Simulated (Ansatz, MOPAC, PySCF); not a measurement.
System: VO$_{2}$F, charge 0, multiplicity 1. SMILES: [O]=[V](=[O])[F]
Geometry: optimised at B3LYP-D3(BJ)/def2-TZVP (Ansatz, a program for electronic structure).

Property: size of the dipole moment, in D. Conventions: spin-orbit terms left out; non-relativistic; LANL2DZ with its own core potentials from Na on; no dispersion term unless named; PM7 with its own dispersion and hydrogen-bond terms; six Cartesian d functions in 6-31G* and its kin unless marked 5d. Ab initio and DFT rows: single points at B3LYP-D3(BJ) geometries (Ansatz). Semi-empirical rows: dipoles at the shared geometry.

```tsv
level	program	size of the dipole moment (D)
PM7	MOPAC	2.99
PBE/STO-3G	Ansatz	2.49
PBE/3-21G	Ansatz	2.51
PBE/def2-SVP	Ansatz	2.52
BLYP/6-31G* with LANL2DZ past Ar	Ansatz	2.42
BP86/def2-SVP	PySCF	2.54
BP86/6-31G* with LANL2DZ past Ar (5d)	PySCF	2.44
B3LYP/LANL2DZ	Ansatz	2.60
B3LYP/6-31G	Ansatz	2.70
B3LYP/6-31G*	Ansatz	2.65
B3LYP/def2-SVP	Ansatz	2.61
B3LYP/6-31G* with LANL2DZ past Ar	Ansatz	2.52
PBE0/6-31G* with LANL2DZ past Ar	Ansatz	2.55
```

No value to compare with is used here. The 13 habitual levels span 2.42 (BLYP/6-31G* with LANL2DZ past Ar) to 2.99 D (PM7).

The levels are drawn from those run, B3LYP/6-31G* more often than the rest, none by its result; left out are runs that failed, that the program found above a lower state of the same kind, or whose <S^2> lies over 0.5 above the pure value.
